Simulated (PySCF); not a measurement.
CH$_{3}$Be (SMILES [Be][CH3]), doublet, at a GFN2-xTB geometry (such geometries of metal compounds can be far from the true shape) (the spin is typed, not shown lowest), atoms displaced at random by about 0.03 Å a coordinate; TPSS/def2-SVP, gradient by finite differences (PySCF).

Input for PySCF:
```python
from pyscf import gto, scf, dft

mol = gto.Mole()
mol.atom = '''
    Be   -0.879225   -0.554917   -0.774685
    C     0.294064    0.213088    0.297810
    H     0.838296   -0.534841    0.864942
    H    -0.121964    0.868227    0.925861
    H     1.044772    0.760423   -0.312536
'''
mol.basis = 'def2-svp'
mol.charge = 0
mol.spin = 1
mol.verbose = 4
mol.build()

mf = dft.UKS(mol)
mf.xc = 'tpss'
mf.conv_tol = 1e-11
mf.kernel()
scan, done = mf.as_scanner(), []
scan.scf_summary = {}
def energy(d):
    c = mol.atom_coords()
    c[1, 0] += d
    e = scan(mol.set_geom_(c, unit='Bohr', inplace=False))
    done.append(scan.converged)
    return e
h = 1e-4
fd = (energy(h) - energy(-h)) / (2 * h)
print('dE/dx =', fd)
```

It wrote (shortened):

```
PySCF version 2.14.0

[INPUT] verbose = 4
[INPUT] num. atoms = 5
[INPUT] num. electrons = 13
[INPUT] charge = 0
[INPUT] spin (= nelec alpha-beta = 2S) = 1
[INPUT] symmetry False subgroup None
[INPUT] Mole.unit = angstrom
[INPUT] Symbol           X                Y                Z      unit          X                Y                Z       unit  Magmom
[INPUT]  1 Be    -0.879225000000  -0.554917000000  -0.774685000000 AA   -1.661494451871  -1.048641151865  -1.463942482809 Bohr   0.0
[INPUT]  2 C      0.294064000000   0.213088000000   0.297810000000 AA    0.555700423094   0.402677960431   0.562779337157 Bohr   0.0
[INPUT]  3 H      0.838296000000  -0.534841000000   0.864942000000 AA    1.584149851318  -1.010703010189   1.634503493634 Bohr   0.0
[INPUT]  4 H     -0.121964000000   0.868227000000   0.925861000000 AA   -0.230478557056   1.640711243953   1.749623719416 Bohr   0.0
[INPUT]  5 H      1.044772000000   0.760423000000  -0.312536000000 AA    1.974332942614   1.436991208820  -0.590607444067 Bohr   0.0

nuclear repulsion = 19.7640687000903
number of shells = 20
number of NR pGTOs = 64
number of NR cGTOs = 38
basis = def2-svp
ecp = {}

******** <class 'pyscf.dft.uks.UKS'> ********
method = UKS
initial guess = minao
damping factor = 0
level_shift factor = 0
DIIS = <class 'pyscf.scf.diis.CDIIS'>
diis_start_cycle = 1
diis_space = 8
diis_damp = 0
SCF conv_tol = 1e-11
SCF conv_tol_grad = None
SCF max_cycles = 50
direct_scf = True
direct_scf_tol = 1e-13
number electrons alpha = 7  beta = 6
XC library pyscf.dft.libxc version 7.1.2
    S. Lehtola, C. Steigemann, M. J. T. Oliveira, and M. A. L. Marques,  SoftwareX 7, 1–5 (2018)
XC functionals = tpss
    J. Tao, J. P. Perdew, V. N. Staroverov, and G. E. Scuseria,  Phys. Rev. Lett. 91, 146401 (2003)
    J. P. Perdew, J. Tao, V. N. Staroverov, and G. E. Scuseria,  J. Chem. Phys. 120, 6898 (2004)
    J. Tao, J. P. Perdew, V. N. Staroverov, and G. E. Scuseria,  Phys. Rev. Lett. 91, 146401 (2003)
    J. P. Perdew, J. Tao, V. N. Staroverov, and G. E. Scuseria,  J. Chem. Phys. 120, 6898 (2004)
radial grids:
    Treutler-Ahlrichs [JCP 102, 346 (1995); DOI:10.1063/1.469408] (M4) radial grids

becke partition: Becke, JCP 88, 2547 (1988); DOI:10.1063/1.454033
pruning grids: <function nwchem_prune>
grids dens level: 3
symmetrized grids: False
atomic radii adjust function: <function treutler_atomic_radii_adjust>
small_rho_cutoff = 0
Set gradient conv threshold to 3.16228e-06
tot grids = 57264
init E= -54.4896486068585

cycle= 1 E= -54.4792477365277  delta_E= 0.0104  |g|= 0.34  |ddm|= 1.53
cycle= 2 E= -54.2522251996636  delta_E= 0.227  |g|= 0.614  |ddm|= 1.04
cycle= 3 E= -54.5487947699731  delta_E= -0.297  |g|= 0.0322  |ddm|= 0.773
cycle= 4 E= -54.5498878740678  delta_E= -0.00109  |g|= 0.00883  |ddm|= 0.117
cycle= 5 E= -54.5499882927078  delta_E= -0.0001  |g|= 0.00226  |ddm|= 0.0265
cycle= 6 E= -54.5499921657399  delta_E= -3.87e-06  |g|= 0.000435  |ddm|= 0.00381
cycle= 7 E= -54.5499923770986  delta_E= -2.11e-07  |g|= 5.79e-05  |ddm|= 0.00109
cycle= 8 E= -54.5499923806089  delta_E= -3.51e-09  |g|= 2.14e-05  |ddm|= 0.000158
cycle= 9 E= -54.5499923809426  delta_E= -3.34e-10  |g|= 4.22e-06  |ddm|= 3.28e-05
cycle= 10 E= -54.5499923809612  delta_E= -1.85e-11  |g|= 6.31e-07  |ddm|= 9.59e-06
cycle= 11 E= -54.5499923809616  delta_E= -4.26e-13  |g|= 1.99e-07  |ddm|= 1.54e-06
Extra cycle  E= -54.5499923809616  delta_E= -2.84e-14  |g|= 1.29e-07  |ddm|= 4.56e-07
converged SCF energy = -54.5499923809616  <S^2> = 0.75049097  2S+1 = 2.0004909
Create scanner for <class 'pyscf.dft.uks.UKS'>

WARN: Mole.unit (angstrom) is changed to Bohr

New geometry
   1 Be    -0.879225000000  -0.554917000000  -0.774685000000 AA   -1.661494451871  -1.048641151865  -1.463942482809 Bohr
   2 C      0.294116917721   0.213088000000   0.297810000000 AA    0.555800423094   0.402677960431   0.562779337157 Bohr
   3 H      0.838296000000  -0.534841000000   0.864942000000 AA    1.584149851318  -1.010703010189   1.634503493634 Bohr
   4 H     -0.121964000000   0.868227000000   0.925861000000 AA   -0.230478557056   1.640711243953   1.749623719416 Bohr
   5 H      1.044772000000   0.760423000000  -0.312536000000 AA    1.974332942614   1.436991208820  -0.590607444067 Bohr

******** <class 'pyscf.scf.hf.UKS_Scanner'> ********
method = UKS_Scanner
initial guess = minao
damping factor = 0
level_shift factor = 0
DIIS = <class 'pyscf.scf.diis.CDIIS'>
diis_start_cycle = 1
diis_space = 8
diis_damp = 0
SCF conv_tol = 1e-11
SCF conv_tol_grad = None
SCF max_cycles = 50
direct_scf = True
direct_scf_tol = 1e-13
number electrons alpha = 7  beta = 6
XC library pyscf.dft.libxc version 7.1.2
    S. Lehtola, C. Steigemann, M. J. T. Oliveira, and M. A. L. Marques,  SoftwareX 7, 1–5 (2018)
XC functionals = tpss
    J. Tao, J. P. Perdew, V. N. Staroverov, and G. E. Scuseria,  Phys. Rev. Lett. 91, 146401 (2003)
    J. P. Perdew, J. Tao, V. N. Staroverov, and G. E. Scuseria,  J. Chem. Phys. 120, 6898 (2004)
    J. Tao, J. P. Perdew, V. N. Staroverov, and G. E. Scuseria,  Phys. Rev. Lett. 91, 146401 (2003)
    J. P. Perdew, J. Tao, V. N. Staroverov, and G. E. Scuseria,  J. Chem. Phys. 120, 6898 (2004)
radial grids:
    Treutler-Ahlrichs [JCP 102, 346 (1995); DOI:10.1063/1.469408] (M4) radial grids

becke partition: Becke, JCP 88, 2547 (1988); DOI:10.1063/1.454033
pruning grids: <function nwchem_prune>
grids dens level: 3
symmetrized grids: False
atomic radii adjust function: <function treutler_atomic_radii_adjust>
small_rho_cutoff = 0
Set gradient conv threshold to 3.16228e-06
tot grids = 57264
init E= -54.5500001455433
cycle= 1 E= -54.5499948501255  delta_E= 5.3e-06  |g|= 1.17e-05  |ddm|= 6.01e-05
cycle= 2 E= -54.5499948500333  delta_E= 9.22e-11  |g|= 1.74e-05  |ddm|= 3.58e-05
cycle= 3 E= -54.5499948502332  delta_E= -2e-10  |g|= 2.04e-06  |ddm|= 1.98e-05
cycle= 4 E= -54.5499948502358  delta_E= -2.59e-12  |g|= 2.27e-07  |ddm|= 2.72e-06
Extra cycle  E= -54.5499948502362  delta_E= -3.98e-13  |g|= 2.5e-07  |ddm|= 6.38e-07
converged SCF energy = -54.5499948502362  <S^2> = 0.75049107  2S+1 = 2.000491

WARN: Mole.unit (angstrom) is changed to Bohr

New geometry
   1 Be    -0.879225000000  -0.554917000000  -0.774685000000 AA   -1.661494451871  -1.048641151865  -1.463942482809 Bohr
   2 C      0.294011082279   0.213088000000   0.297810000000 AA    0.555600423094   0.402677960431   0.562779337157 Bohr
   3 H      0.838296000000  -0.534841000000   0.864942000000 AA    1.584149851318  -1.010703010189   1.634503493634 Bohr
   4 H     -0.121964000000   0.868227000000   0.925861000000 AA   -0.230478557056   1.640711243953   1.749623719416 Bohr
   5 H      1.044772000000   0.760423000000  -0.312536000000 AA    1.974332942614   1.436991208820  -0.590607444067 Bohr

******** <class 'pyscf.scf.hf.UKS_Scanner'> ********
method = UKS_Scanner
initial guess = minao
damping factor = 0
level_shift factor = 0
DIIS = <class 'pyscf.scf.diis.CDIIS'>
diis_start_cycle = 1
diis_space = 8
diis_damp = 0
SCF conv_tol = 1e-11
SCF conv_tol_grad = None
SCF max_cycles = 50
direct_scf = True
direct_scf_tol = 1e-13
number electrons alpha = 7  beta = 6
XC library pyscf.dft.libxc version 7.1.2
    S. Lehtola, C. Steigemann, M. J. T. Oliveira, and M. A. L. Marques,  SoftwareX 7, 1–5 (2018)
XC functionals = tpss
    J. Tao, J. P. Perdew, V. N. Staroverov, and G. E. Scuseria,  Phys. Rev. Lett. 91, 146401 (2003)
    J. P. Perdew, J. Tao, V. N. Staroverov, and G. E. Scuseria,  J. Chem. Phys. 120, 6898 (2004)
    J. Tao, J. P. Perdew, V. N. Staroverov, and G. E. Scuseria,  Phys. Rev. Lett. 91, 146401 (2003)
    J. P. Perdew, J. Tao, V. N. Staroverov, and G. E. Scuseria,  J. Chem. Phys. 120, 6898 (2004)
radial grids:
    Treutler-Ahlrichs [JCP 102, 346 (1995); DOI:10.1063/1.469408] (M4) radial grids

becke partition: Becke, JCP 88, 2547 (1988); DOI:10.1063/1.454033
pruning grids: <function nwchem_prune>
grids dens level: 3
symmetrized grids: False
atomic radii adjust function: <function treutler_atomic_radii_adjust>
small_rho_cutoff = 0
Set gradient conv threshold to 3.16228e-06
tot grids = 57264
init E= -54.5499793119463
cycle= 1 E= -54.5499899072942  delta_E= -1.06e-05  |g|= 2.37e-05  |ddm|= 0.00012
cycle= 2 E= -54.5499899069083  delta_E= 3.86e-10  |g|= 3.55e-05  |ddm|= 7.23e-05
cycle= 3 E= -54.5499899077336  delta_E= -8.25e-10  |g|= 4.03e-06  |ddm|= 4.02e-05
cycle= 4 E= -54.5499899077441  delta_E= -1.05e-11  |g|= 4.55e-07  |ddm|= 5.42e-06
cycle= 5 E= -54.5499899077446  delta_E= -4.26e-13  |g|= 1.31e-07  |ddm|= 9.35e-07
Extra cycle  E= -54.5499899077443  delta_E= 2.27e-13  |g|= 1.46e-07  |ddm|= 3.99e-07
converged SCF energy = -54.5499899077443  <S^2> = 0.75049088  2S+1 = 2.0004908
dE/dx = -0.024712459421039057
```
